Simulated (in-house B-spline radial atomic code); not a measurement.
Atomic self-consistent-field run: Tb III (Tb2+) (an excited or competing configuration). Level of theory: scalar-relativistic (X2C) wB97X, spin-polarised, spherical fractional occupations, exact exchange averaged over the configuration, Fermi nucleus of rms radius 5.06 fm; calculated with a B-spline radial code for spherical atoms.

Command:
```bash
python run_scf.py task.json out
```
Settings (nuclear radius in fm, mass in u):
```
Z                65
configuration    [Kr] 4d9 4f9 5s2 5p6 6f1
hamiltonian      x2c
method           wb97x
spin_polarised   True
nucleus          fermi
rms_radius       5.06
atomic_mass      158.92535
speed_of_light   137.035999084
exact_exchange   averaged over the configuration
```

Output (hartree, bohr):
```
 radial grid: 81 intervals, B-splines of order 8, outer radius 60 bohr

 iter        energy (Eh)    residual
    1      -11646.353980    7.85e-01
    2      -11665.369592    1.34e+00
    3      -11700.708148    3.04e-01
    4      -11702.265425    9.99e-02
    5      -11702.515265    3.60e-02
    6      -11702.530300    5.62e-03
    7      -11702.530955    5.09e-03
    8      -11702.531619    4.80e-04
    9      -11702.531625    4.62e-05
   10      -11702.531625    7.75e-06
   11      -11702.531625    7.81e-06
   12      -11702.531625    1.83e-05
   13      -11702.531625    9.79e-06
   14      -11702.531625    4.08e-06
   15      -11702.531625    2.49e-06
   16      -11702.531625    5.69e-06
   17      -11702.531625    8.82e-07
   18      -11702.531625    8.22e-07
   19      -11702.531625    9.57e-07
   20      -11702.531625    9.73e-07
   21      -11702.531625    9.46e-07
   22      -11702.531625    9.51e-07
   23      -11702.531625    9.27e-07
   24      -11702.531625    9.06e-07
   25      -11702.531625    6.90e-07
   26      -11702.531625    6.91e-07
   27      -11702.531625    6.59e-07
   28      -11702.531625    6.13e-06
   29      -11702.531625    6.45e-07

 total energy                    -11702.53162
 kinetic                           12805.0449
 electron-nucleus                 -28753.0340
 Hartree                            4504.1620
 exact exchange                      -48.1970
 exchange-correlation               -210.5076

 orbital      occ     eigenvalue          <r>       <r^2>       <1/r>       r_max
 1s up      1.000     -1905.2429    0.0207798 0.000598532     78.5935     0.01278
 1s down    1.000     -1905.2424    0.0207798  0.00059853     78.5935     0.01278
 2s up      1.000      -317.7525    0.0907926  0.00979793     18.1637     0.07734
 2s down    1.000      -317.7260    0.0907887  0.00979708     18.1647     0.07734
 2p up      3.000      -283.0051    0.0804411  0.00791585     15.9553     0.06233
 2p down    3.000      -282.9830    0.0804363  0.00791484     15.9562     0.06233
 3s up      1.000       -71.8388     0.238868   0.0653449     6.52643      0.2198
 3s down    1.000       -71.7444     0.238648   0.0652182     6.53328      0.2198
 3p up      3.000       -61.0440     0.237486   0.0654779      5.9183      0.2156
 3p down    3.000       -60.9453     0.237212   0.0653184       5.925      0.2155
 3d up      5.000       -46.7263     0.216481    0.055078     5.55916      0.1763
 3d down    5.000       -46.6309      0.21621    0.054923     5.56438      0.1762
 4s up      1.000       -15.4809     0.540681    0.330087     2.70149      0.5049
 4s down    1.000       -15.2265     0.540756    0.330168     2.69922      0.5048
 4p up      3.000       -11.8935     0.571598    0.371702     2.43496      0.5265
 4p down    3.000       -11.6301     0.571924     0.37216     2.43182      0.5263
 4d up      5.000        -6.8955     0.620329    0.446299     2.13695      0.5465
 4d down    4.000        -6.6299     0.621806    0.448787     2.13184      0.5464
 4f up      7.000        -1.4498     0.797842    0.810694     1.61222       0.548
 4f down    2.000        -1.2446     0.835897    0.907681     1.56738      0.5515
 5s up      1.000        -2.9377      1.29506     1.88388     1.03669       1.167
 5s down    1.000        -2.8484      1.31545     1.94322     1.01515       1.181
 5p up      3.000        -2.0082      1.48703     2.49666    0.880195        1.31
 5p down    3.000        -1.9463      1.51425     2.58711    0.859489        1.33
 6f up      1.000        -0.1832      10.3227     121.692    0.128465       10.98
```

Run time, properties included: 12 s on 1 thread of Arm Neoverse N1, on a shared host.

One-electron X2C: radii and densities carry no picture-change correction, so inner-shell <1/r> comes out high (for 1s by about 2 % at Z = 33, 5 % at 54, 10 % at 75, 30 % at 118) and <r> low.
